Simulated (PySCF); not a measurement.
Labels have come off several samples. The candidates:

A. SMILES C1(C(N)=O)=CCCC=C1
B. `C=C/C=C\COC`
C. `N#C[C@@H]1OC[C@]12CO[C@@H]2F`

Spectrum 1. $^{1}$H NMR (400 MHz, computed): δ 6.11 (m, 1H), 5.46 (s, 1H), 5.27 (m, 1H), 4.97 (m, 1H), 4.92 (m, 1H), 4.69 (m, 1H). $^{13}$C{$^{1}$H} NMR (computed): δ 120.5 (C), 119.4 (CH), 77.7 (CH2), 76.4 (CH2), 69.7 (CH), 51.9 (C).

Spectrum 2. $^{1}$H NMR (400 MHz, computed): δ 7.18 (t, 1H), 6.33 (m, 1H), 6.21 (m, 1H), 4.93 (br, 1H), 4.54 (br, 1H), 2.39 (m, 2H), 2.22 (m, 2H). $^{13}$C{$^{1}$H} NMR (computed): δ 168.3 (C), 144.7 (CH), 136.9 (C), 135.7 (CH), 129.7 (CH), 26.4 (CH2), 25.3 (CH2).

Spectrum 3. $^{1}$H NMR (400 MHz, computed): δ 6.54 (m, 1H), 6.12 (m, 1H), 5.99 (m, 1H), 5.44 (m, 1H), 5.43 (m, 1H), 4.37 (d, 2H), 3.53 (s, 3H). $^{13}$C{$^{1}$H} NMR (computed): δ 141.5 (CH), 140.2 (CH), 134.1 (CH), 124.7 (CH2), 75.5 (CH2), 61.1 (CH3).

- structure optimised with GFN2-xTB
- σ from GIAO-PBE0/pcSseg-1
- program: PySCF 2.14.0 with density-fitted response routines
- non-relativistic Hamiltonian, averaged over atoms made equivalent by symmetry, fast rotation or ring inversion, single conformer, no solvent model

Scale: $^{1}$H and $^{13}$C vs TMS (reference shieldings calculated alike). Splittings of carbon signals by F and P are missing where no couplings were computed. Where no couplings were computed, multiplicities follow the n + 1 count of equivalent neighbours, and m marks all less simple cases (inequivalent or close neighbours, rings, F or P nearby). Acid and N–H amide carbonyl carbons lie up to 10 ppm further downfield in solution (hydrogen bonding). Shifts are as computed. Against solution values, carbons near 30 ppm lie about +3 ppm off and those near 130 ppm about +5 ppm (rms about the fit 2.1 ppm; single classes can miss by 10 ppm). Of 1328 compounds with measured shifts, 309 miss one by over three times the rms of a fit or turn the order of signals round; such compounds aren't used in these exercises. Signals without a measured value on file couldn't be tested in this way; 1H shifts scatter by 0.2 ppm about their fit, and single ones miss by 0.5 ppm. Groups on amide-type nitrogens are kept apart (slow C–N rotation). OH and NH positions are gas-phase values without hydrogen bonding to other molecules.

Question: Which spectrum belongs to which compound?

Answer: 1–C, 2–A, 3–B.

- Spectrum 1 (C): 6 $^{13}$C signals; δC 120.5 is a nitrile carbon; δC 119.4 is an sp3 CH bonded to F and O.
- Spectrum 2 (A): 7 $^{13}$C signals; δC 168.3 is an amide carbonyl carbon; δC 144.7 is a β carbon of a C=C–C=O unit.
- Spectrum 3 (B): 6 $^{13}$C signals; δC 141.5 is an alkene CH; δC 140.2 is an alkene CH.
